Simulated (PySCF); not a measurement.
Bithiophene, SMILES c1csc(-c2cccs2)c1 (C₈H₆S₂), singlet, GFN2-xTB optimised geometry.

```
16

C      2.37    -1.85     0.00
C      1.42    -2.83     0.00
S     -0.17    -2.19     0.00
C      0.44    -0.56     0.00
C     -0.44     0.56     0.00
C     -1.81     0.56     0.00
C     -2.37     1.85     0.00
C     -1.42     2.83     0.00
S      0.17     2.19     0.00
C      1.81    -0.56     0.00
H      3.42    -2.05     0.00
H      1.56    -3.89     0.00
H     -2.40    -0.35     0.00
H     -3.42     2.05     0.00
H     -1.56     3.89     0.00
H      2.40     0.35     0.00
```

Density from PBE0/def2-TZVP run with PySCF at that geometry.

Minimum of the electron density along straight lines between bonded atoms, close to the bond critical point (lines longer than 1.1 times the sum of covalent radii, or with two minima, are not listed):

| bond | length / Å | ρ at the minimum / e bohr⁻³ | ∇²ρ there / e bohr⁻⁵ | position (fraction from the first atom) |
|---|---|---|---|---|
| C1–C2 | 1.358 | 0.333 | -0.99 | 0.49 |
| C2–S3 | 1.719 | 0.217 | -0.45 | 0.48 |
| S3–C4 | 1.742 | 0.208 | -0.41 | 0.52 |
| C4–C5 | 1.428 | 0.295 | -0.85 | 0.50 |
| C5–C6 | 1.370 | 0.327 | -0.95 | 0.52 |
| C6–C7 | 1.408 | 0.307 | -0.88 | 0.50 |
| C7–C8 | 1.358 | 0.333 | -0.99 | 0.49 |
| C5–S9 | 1.742 | 0.208 | -0.41 | 0.48 |
| C8–S9 | 1.719 | 0.217 | -0.45 | 0.48 |
| C1–C10 | 1.408 | 0.307 | -0.88 | 0.50 |
| C4–C10 | 1.370 | 0.327 | -0.95 | 0.52 |
| C1–H11 | 1.075 | 0.289 | -1.04 | 0.65 |
| C2–H12 | 1.072 | 0.291 | -1.06 | 0.65 |
| C6–H13 | 1.076 | 0.288 | -1.04 | 0.65 |
| C7–H14 | 1.075 | 0.289 | -1.04 | 0.65 |
| C8–H15 | 1.072 | 0.291 | -1.06 | 0.65 |
| C10–H16 | 1.076 | 0.288 | -1.04 | 0.65 |
